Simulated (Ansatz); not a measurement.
Ansatz (a first-principles code) input:

Ansatz 0.2 input:
```yaml
crystal:
  periodic: [false, false, false]
  atoms:
    - {symbol: C, position_ang: [-2.93226168, -0.67616125, -0.76576107]}
    - {symbol: O, position_ang: [-1.59636573, -1.16539377, -0.73370089]}
    - {symbol: Ga, position_ang: [-0.20934950, -0.24355539, -0.13226881]}
    - {symbol: Br, position_ang: [-0.49857185, 1.88341859, 0.66388048]}
    - {symbol: Br, position_ang: [1.83379093, -1.23740816, -0.18083266]}
    - {symbol: H, position_ang: [-3.02329200, 0.34183446, -0.37667984]}
    - {symbol: H, position_ang: [-3.56573597, -1.33490795, -0.16742760]}
    - {symbol: H, position_ang: [-3.28930941, -0.68695680, -1.79805957]}
basis:
  gaussian:
    orbitals: aug-cc-pVQZ
hamiltonian:
  xc: hf
total_charge: 1
magnetization: {spin_polarized: true, initial_magnetization: 1}
```

Q: What final total energy does it print?

A: -7182.55303 Eh (HF/aug-cc-pVQZ). The basis has 577 functions.

This state (charge 1, doublet) is run at the relaxed geometry of the species with charge 0 and multiplicity 1.
